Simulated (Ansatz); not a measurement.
Total energies of `C[CH2][Al]([NH2])[F]`.

```xyz
12

C    -1.3336   -0.5512    0.7353
C    -0.6670    0.8071    0.5125
Al    0.9929    0.7518   -0.5027
N     1.6920   -0.7408   -1.1247
F     1.8256    2.1466   -0.8235
H    -2.2602   -0.4633    1.3101
H    -0.6810   -1.2377    1.2819
H    -1.5878   -1.0375   -0.2106
H    -0.4611    1.2926    1.4741
H    -1.3559    1.4900    0.0007
H     2.5473   -0.8032   -1.6522
H     1.2888   -1.6546   -1.0008
```

Charge 0, multiplicity 1. The structure was optimised at the PBE0-D4/def2-TZVP level. It is one conformer, not always the lowest. Basis def2-TZVPP, the Gaussian-basis code of Ansatz.

RPA on PBE orbitals: Hartree–Fock energy of these orbitals -475.80284 Eh, correlation -1.44956 Eh (frozen core).

| functional | energy without D4 (Eh) | D4 term (kJ/mol) |
| --- | --- | --- |
| HSE06 (plane-wave form) | -477.29340 | -15.8 |
| CAM-B3LYP | -477.60272 | -17.2 |

**Question.** Give the same for LDA (SPW92), PBE, revPBE, BLYP, r2SCAN, B97M-V, PBE0, B3LYP, r2SCANh, r2SCAN0, BHLYP, LC-ωPBE, ωB97X-V, ωB97M-V, B2PLYP, PBE-QIDH. (Best estimate.)

**Answer.** Computed: 
| functional | energy without D4 (Eh) | D4 term (kJ/mol) |
| --- | --- | --- |
| LDA (SPW92) | -474.78055 | – |
| PBE | -477.26902 | -20.0 |
| revPBE | -477.55095 | -61.0 |
| BLYP | -477.61656 | -43.6 |
| r2SCAN | -477.53850 | -5.1 |
| B97M-V | -477.58485 | – |
| PBE0 | -477.31158 | -17.0 |
| B3LYP | -477.71965 | -32.0 |
| r2SCANh | -477.52567 | -5.4 |
| r2SCAN0 | -477.50748 | -6.0 |
| BHLYP | -477.57128 | -24.3 |
| LC-ωPBE | -477.47091 | – |
| ωB97X-V | -477.57253 | – |
| ωB97M-V | -477.57737 | – |
| B2PLYP | -477.40113 | – |
| PBE-QIDH | -477.19827 | – |

B3LYP takes the VWN-RPA correlation (the form of Gaussian; ORCA's B3LYP/G). HSE06 is the plane-wave form, built on full-range PBE exchange. The double hybrids freeze the cores in their second-order part.

LC-ωPBE has ω = 0.4 bohr⁻¹.
